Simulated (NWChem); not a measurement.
Molecule: CuPH4; SMILES [PH3]->[CuH]

Results from NWChem. The geometry was optimised at PBE-D3(BJ)/def2-SVP.

Problem. What does the run give for BP86/def2-TZVP? Quantities: highest occupied level (eV); orbital gap (eV); dipole (D).

Solution. 
```json
{
 "highest occupied level (eV)": "-5.34",
 "orbital gap (eV)": "3.65",
 "dipole (D)": "5.12"
}
```
